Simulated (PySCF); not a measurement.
## Spinor energies of Zn⁺ (zinc, charge +1)

Start: [Ar] 3d10 4s1; 4s1/2 filled at m_j = +1/2. Calculated with PySCF 2.14 in x2c-SVPall-2c with one added diffuse shell each of s, d type (6s5p4d1f, 48 functions): generalised Hartree-Fock with the X2C-1e Hamiltonian and a Gaussian nucleus; one run each with spin-orbit coupling (SO) switched off, then screened by Boettger's factors. This is a chosen level, not necessarily the ground level.

| spinor shell | electrons | ε, spin-free (eV) | ε, screened SO (eV) | weight of nominal j (screened SO) | rms radius, screened SO (bohr) |
| --- | --- | --- | --- | --- | --- |
| 1s1/2 | 2 | -9736.4 | -9736.3 | 1.000 | 0.0581 |
| 2s1/2 | 2 | -1242.4 | -1242.4 | 1.000 | 0.245 |
| 2p1/2 | 2 | -1074.3 | -1090.7 | 1.000 | 0.217 |
| 2p3/2 | 4 | -1074.3 | -1066.3 | 1.000 | 0.220 |
| 3s1/2 | 2 | -167.26 | -167.26 | 1.000 | 0.732 |
| 3p1/2 | 2 | -115.09 | -117.32 | 1.000 | 0.773 |
| 3p3/2 | 4 | -115.09 | -114.00 | 1.000 | 0.781 |
| 3d3/2 | 4 | -30.310 | -30.557 | 0.999 | 0.997 |
| 3d5/2 | 6 | -30.310 | -30.145 | 0.999 | 1.00 |
| 4s1/2 | 1 | -16.942 | -16.942 | 1.000 | 2.72 |

```
   quantity    spin-free  screened SO
E (hartree)  -1793.66350  -1793.70318
        M_J          1/2          1/2
       ⟨J²⟩        0.751        0.751
       ⟨L²⟩        0.000        0.001
       ⟨S²⟩        0.751        0.752
```

Without spin-orbit coupling the j labels of p, d and f shells carry no meaning; the spin-free column gives the mean over the occupied spinors of each nl shell.
